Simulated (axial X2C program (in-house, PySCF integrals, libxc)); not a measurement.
# CrAs: properties at the nuclei

Computed with an in-house all-electron X2C program for linear molecules (integrals from PySCF): two-component X2C with atomic mean-field Coulomb and Gaunt terms, Gaussian nuclei, basis As dyall-cv3z, Cr dyall-cv3z with contracted cores.

R = 2.549 Å (near the PBE0 minimum at charge 0 of the determinant lowest at the starting distance; the state shown can have its own minimum elsewhere).

Input and command:
```json
{"zs": [33, 24], "q": 0, "bas": ["dyall-cv3z", "dyall-cv3z"], "r0": 2.43, "levels": ["PBE0", "HF", "TPSSh", "BHandHLYP", "LDA"], "nst": 3}
```
```bash
python soeom.py task.json out
```

Keys: zs atomic numbers; q charge; bas basis sets; r0 starting distance in Å; levels methods; nst determinants followed.

Determinant lowest in the PBE0 search, Ω = 7/2 (⟨Sz⟩ = 3.50, ⟨Lz⟩ = 0.00 at PBE0), spin on the atoms As 0.86, Cr 2.63:

```csv
level,Eeff magnitude (GV/cm),Ws magnitude As (kHz),Ws magnitude Cr (kHz),A∥/gI As (MHz),qzz As (a.u.),A∥/gI Cr (MHz),qzz Cr (a.u.),μ (D)
PBE0,0.282,0.0415,0.0073,-143,-3.15,136,0.05,3.98
HF,1.11,0.12,0.0131,-148,-3.68,37.2,-0.38,5.95
TPSSh,0.125,0.0254,0.0105,-129,-3.05,148,0.11,3.62
BHandHLYP,0.379,0.0513,0.00571,-119,-3.12,92,-0.06,4.60
LDA,0.139,0.029,0.0122,-133,-2.90,181,0.21,2.91
```

Determinant 0.40 eV from it at PBE0 and this distance, Ω = 5/2 (⟨Sz⟩ = 2.50, ⟨Lz⟩ = 0.00 at PBE0), spin on the atoms As -0.10, Cr 2.60:

| level | Eeff magnitude (GV/cm) | Ws magnitude As (kHz) | A∥/gI As (MHz) | qzz As (a.u.) | A∥/gI Cr (MHz) | qzz Cr (a.u.) | μ (D) |
| --- | --- | --- | --- | --- | --- | --- | --- |
| PBE0 | 0.305 | 0.0537 | 11.8 | -2.39 | 207 | 0.11 | 4.22 |
| HF | 1.21 | 0.171 | -23.2 | -3.62 | 92 | -0.32 | 5.55 |
| TPSSh | 0.14 | 0.0313 | 24.3 | -1.93 | 213 | 0.20 | 4.16 |
| BHandHLYP | 0.427 | 0.0658 | -8.06 | -3.04 | 155 | -0.05 | 4.68 |
| LDA | 0.00711 | 0.0143 | 26.1 | -1.54 | 254 | 0.30 | 3.55 |

Eeff is the effective electric field on the electron electric dipole moment in this Ω state and Ws the scalar–pseudoscalar constant of the nucleus named (defined with the proton number Z and per Ω); A∥ (defined per Ω) follows by multiplying with gI = μI/(I μN); qzz is the electric field gradient, eQq0 = 234.96 MHz × Q/barn × qzz; μ is positive if the Cr end (last atom) is positive. The operators were transformed with the bare-nucleus X2C matrices; with these basis sets, hyperfine constants and field gradients can be off by tens of per cent, and where levels differ in sign neither size nor sign is settled.

(1) With gI(75As) = 0.9597, Q(75As) = 0.311 barn (g factors from the IAEA table of nuclear moments by Stone; Q from Pyykkö, Mol. Phys. 2018), turn the PBE0 values of the first state into constants in MHz.

Each state is one determinant with collinear spin, which with several unpaired electrons need not be a pure state. Unrestricted Hartree–Fock can overshoot spin polarisation at the nuclei. In the state Ω = 5/2 the sign of Eeff differs between levels (LDA against PBE0). This is the top spin component of a Σ state; components of lower Ω are not single determinants and can lie lower. With several open shells hyperfine constants can be off by a factor of several. Where Eeff spreads by more than a factor of two the levels disagree and none is to be relied on. At LDA a later determinant lies lower. States lie within half an eV, so the first need not be the ground state. The sign of Ws at Cr differs between levels in the first state. The sign of Ws at Cr differs between levels in the second state. Further determinants of the search, some of them spin-mixed, are not shown. Where a field gradient or hyperfine factor spreads by more than a factor of two over the levels, a constant derived from it is not to be relied on. PBE0 term energies can be off by some tenths of an eV.

Answers

(1) A∥(75As) = -143 × 0.9597 = -137 MHz; eQq0(75As) = 234.96 × (0.311) × (-3.15) = -230 MHz.
